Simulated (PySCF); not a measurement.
Compound: CH10N2Si2.
Atom-mapped SMILES: `[NH2:1][CH2:2][SiH2:3][NH:4][SiH3:5]` (hydrogens: H6, H7 on N1; H8, H9 on C2; H10, H11 on Si3; H12 on N4; H13, H14, H15 on Si5)

Cartesian coordinates in Å at the PBE0-D3(BJ)/def2-SVP level; atoms count from 1:
```
atom  x, y, z in Å
N1    -1.9033   -1.0815    0.1203
C2    -1.8962    0.3087   -0.3209
Si3   -0.1926    0.6932   -1.0566
N4     0.9067   -0.0660    0.0512
Si5    2.6278    0.0023    0.2389
H6    -1.9355   -1.7148   -0.6769
H7    -2.7230   -1.2887    0.6868
H8    -2.7190    0.5986   -1.0065
H9    -1.9924    0.9569    0.5672
H10    0.0370    2.1685   -1.1597
H11   -0.1001    0.1352   -2.4486
H12    0.3952   -0.7721    0.5865
H13    3.0546   -1.1428    1.0994
H14    3.3297   -0.0928   -1.0816
H15    3.0940    1.2731    0.8814
```

Level: PBE0/def2-SVPD in PySCF, non-relativistic, on one gas-phase PBE0-D3(BJ)/def2-SVP geometry that isn't relaxed in the solvent. The solvent is an IEF-PCM continuum (cavity from Bondi-type radii × 1.2), and excitations are vertical TDDFT with non-equilibrium linear response and a frozen core. The model holds no explicit solvent molecules, cavitation or dispersion.

Gas-phase singlets (H = HOMO, L = LUMO):

```tsv
state	E (eV)	λ (nm)	f	leading configuration
S1	5.966	208	0.010	H→L 92%
S2	6.179	201	0.002	H→L+1 49%
S3	6.526	190	0.040	H→L+1 47%
S4	6.687	185	0.009	H-1→L+1 79%
S5	7.094	175	0.012	H→L+2 30%
```

Question: How does the list change in acetone (ε = 20.49)?

Answer: 
| state | E (eV) | λ (nm) | f | leading configuration | change by rank (eV) |
| --- | --- | --- | --- | --- | --- |
| S1 | 5.963 | 208 | 0.017 | H→L 77% | -0.003 |
| S2 | 6.237 | 199 | 0.006 | H-1→L 55% | +0.058 |
| S3 | 6.456 | 192 | 0.037 | H→L+1 63% | -0.070 |
| S4 | 6.767 | 183 | 0.016 | H-1→L+1 77% | +0.080 |
| S5 | 7.021 | 177 | 0.029 | H→L+2 70% | -0.073 |

Question: How do the frontier levels move from gas to acetone?

Answer: 
| orbital | gas (eV) | solvent (eV) | change (eV) | Löwdin shares, gas | Löwdin shares, solvent |
| --- | --- | --- | --- | --- | --- |
| LUMO+2 | 1.08 | 1.01 | -0.07 | Si5 44 %, H15 12 %, H13 10 %, H14 9 % | Si5 49 %, H15 14 %, H14 12 %, H13 12 % |
| LUMO+1 | 0.47 | 0.72 | +0.25 | Si3 19 %, C2 16 %, H8 9 %, H6 8 % | Si3 26 %, C2 15 %, H10 8 %, H11 8 % |
| LUMO | 0.20 | 0.22 | +0.02 | Si5 22 %, Si3 18 %, N4 8 %, H10 6 % | Si5 27 %, Si3 17 %, N4 9 %, H14 7 % |
| HOMO | -7.05 | -6.92 | +0.13 | N4 35 %, N1 20 %, Si3 8 %, C2 8 % | N1 43 %, C2 14 %, N4 14 %, Si3 6 % |
| HOMO-1 | -7.39 | -7.32 | +0.07 | N1 36 %, N4 19 %, C2 9 %, Si3 8 % | N4 40 %, N1 14 %, Si3 10 %, Si5 8 % |
| HOMO-2 | -8.97 | -8.79 | +0.18 | C2 30 %, Si3 19 %, N1 12 %, H11 10 % | C2 33 %, Si3 19 %, N1 14 %, H9 8 % |
| HOMO-3 | -9.23 | -9.29 | -0.06 | Si5 34 %, H13 27 %, H14 15 %, N4 9 % | Si3 21 %, H10 18 %, Si5 17 %, H14 15 % |

The HOMO–LUMO gap goes from 7.25 to 7.14 eV. Rows go by rank; for HOMO-3, HOMO-2, HOMO-1, HOMO, LUMO and LUMO+1 the atom shares or the degeneracy differ between the runs, so the row needn't follow one orbital.
